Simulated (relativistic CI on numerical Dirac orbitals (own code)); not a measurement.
Computed by Dirac-Coulomb-Breit CI, separate exchange-only KLI orbitals for each configuration, model QED, unscaled Slater integrals (own radial code, finite nucleus).

The strongest absorption lines from the ground level of an ion, among the configurations computed and to levels below about 387 eV (vacuum wavelength in nm, gf): 3.7103 (0.15), 4.0121 (0.33), 4.0842 (0.52), 4.0988 (0.12), 5.9131 (0.073), 6.0843 (0.61), 6.1823 (0.21), 6.8088 (9.6).

(1) Which ion is it?
A. Pr¹³⁺
B. Pm¹⁵⁺
C. Eu¹⁷⁺
D. Ho²¹⁺

## Answers

(1) C. Eu¹⁷⁺ has 46 electrons and the ground level 4s²4p⁶4d¹⁰ ¹S0; the strongest line goes to 4s²4p⁶4d⁹4f ¹P°1. The pattern of lines fixes the number of electrons, and along that sequence the line energies rise steadily with the charge (about as its square where n changes within one kind of shell, about linearly where n is kept but much faster in heavy ions where fine structure, which grows about as Z⁴, sets the gap, and irregularly where shells cross), which fixes Z. Configurations outside the model, such as inner-shell arrays, can give stronger lines. At this charge energies of transitions that change n are usually good to better than 1 %, and those within a shell (Δn = 0) to a few per cent.

LS names give the leading component of a level, which can be under half, so a name can repeat, a term be missing and a line seem to break the LS rules.
